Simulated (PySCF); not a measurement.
C6H9FO2.
Cartesian coordinates in Å at the PBE0-D3(BJ)/def2-SVP level; atoms count from 1:
```xyz
18
C6H9FO2 angstrom
C     -2.454   -1.050   -0.122
C     -1.528   -0.174   -0.508
C     -0.464    0.393    0.390
C     -0.625    1.897    0.537
F      0.327    2.381    1.397
C      0.898    0.093   -0.211
O      1.351    0.654   -1.174
O      1.519   -0.891    0.436
C      2.787   -1.263   -0.078
H     -2.494   -1.434    0.902
H     -3.209   -1.420   -0.821
H     -1.509    0.184   -1.545
H     -0.521   -0.076    1.383
H     -1.624    2.131    0.940
H     -0.500    2.386   -0.443
H      3.161   -2.061    0.574
H      3.476   -0.406   -0.070
H      2.698   -1.627   -1.112
```

Method used: TDDFT CAM-B3LYP/def2-SVPD, vertical, gas phase, core orbitals frozen in the response in PySCF.

Broadening: Gaussians 0.25 eV wide at half height, area fixed by f = 4.319×10⁻⁹ ∫ε dν̃. The width is an assumption, not a result. The curve ends short of the highest state used, and states not computed would add to its high-energy end.

```tsv
E (eV)	ε (L mol⁻¹ cm⁻¹)
5.51	3
5.59	34
5.68	244
5.76	769
5.85	1417
5.93	1335
6.01	713
6.10	178
6.18	29
6.27	2
6.35	0
6.44	0
6.52	0
6.61	0
6.69	1
6.78	30
6.86	383
6.95	3440
7.03	13249
7.12	30642
7.20	35316
7.28	23080
7.37	7403
7.45	2277
```

Question: Where are the band maxima, and which computed states make them?

Answer: 211 nm (5.88 eV), ε about 1500, made up of S1 (100%); 173 nm (7.18 eV), ε about 36000, made up of S2 (100%) (ε in L mol⁻¹ cm⁻¹; maxima over ε = 5, shares over 10%). The states used: S1 5.88 eV (f 0.014); S2 7.18 eV (f 0.333); S3 7.65 eV (f 0.039); S4 7.71 eV (f 0.015); S5 7.97 eV (f 0.035); S6 8.05 eV (f 0.044).

Question: What would ε be at 7.18 eV, the highest of these maxima, with half the width (0.125 eV)?

Answer: About 71900 L mol⁻¹ cm⁻¹ against 35900, a factor of about 2.00; a lone state at its own centre would give exactly 2.

Question: Coming from long wavelengths, where does ε first pass 100 L mol⁻¹ cm⁻¹?

Answer: At about 220 nm (5.64 eV), 0.25 eV below S1.

Question: On this curve, what absorbance would a 10⁻⁵ mol/L sample give at 222 nm over a 1 cm path?

Answer: 222 nm is 5.585 eV, where ε is about 30 L mol⁻¹ cm⁻¹, so A = ε c l ≈ 0.0003 (Beer–Lambert, with the gas-phase spectrum and the assumed width).

The run took 2.3 min of wall time on one thread, Arm Neoverse N1 (shared host).

One conformer stands for the species.
